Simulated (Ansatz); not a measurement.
Reactions of `[SiH3][SiH2][GaH2]`.

Calculated with Ansatz (gas phase, PBE0-D4/def2-TZVP geometries, no zero-point term in ΔE). CBS: MP2 limit from def2 TZ/QZ plus the TZ coupled-cluster correction, frozen cores. This one scheme is used for every species. Elements past krypton have def2 core potentials. For Ga, Te outer-core shells are correlated without core-valence functions, which leaves a few kJ/mol of doubt a bond. Scalar relativity is left out up to krypton. Each species was taken in one conformer, which may not be the lowest.

(1) Order these by ΔE at CCSD(T)/CBS, lowest first. (An estimate is asked.)
A. `[SiH3][SiH2][GaH2]` + H₂Te → `[SiH3][SiH2][TeH]` + `[GaH3]`
B. `[SiH3][SiH2][GaH2]` + PH₃ → `P[SiH2][GaH2]` + SiH₄
C. `[SiH3][SiH2][GaH2]` + `O[SiH2]O` → `O[SiH](O)[SiH2][SiH3]` + `[GaH3]`
D. `[SiH3][SiH2][GaH2]` + `P[TeH]` → `[PH2][GaH2]` + `[SiH3][SiH2][TeH]`
E. `[SiH3][SiH2][GaH2]` → `[SiH3][GaH2]` + `[SiH2]`
F. `[SiH3][SiH2][GaH2]` + `[OH][Al]([F])[SH]` → `[F][Al]([SH])[O][SiH3]` + `[SiH3][GaH2]`
G. `[SiH3][SiH2][GaH2]` + H₂ → `[GaH3]` + `[SiH3][SiH3]`

Largest T1 diagnostic: 0.014, for `[PH2][GaH2]`.

## Answers

(1) F (-23.2 kcal/mol), D (-13.7 kcal/mol), A (-8.5 kcal/mol), B (-2.8 kcal/mol), G (+2.5 kcal/mol), C (+8.0 kcal/mol), E (+59.3 kcal/mol).
